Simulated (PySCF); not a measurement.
Bond stretch in H2 (cation, charge +1), doublet.

Computed with CCSD(T) on UHF/cc-pVDZ (PySCF).

Problem. Relative to R = 1.04 Å, what are the energies at R = 0.87, 1.49, 2.94, 3.83 Å?

Solution. 23.7 kJ/mol at 0.87 Å, 56.4 kJ/mol at 1.49 Å, 229.5 kJ/mol at 2.94 Å, 256.2 kJ/mol at 3.83 Å.
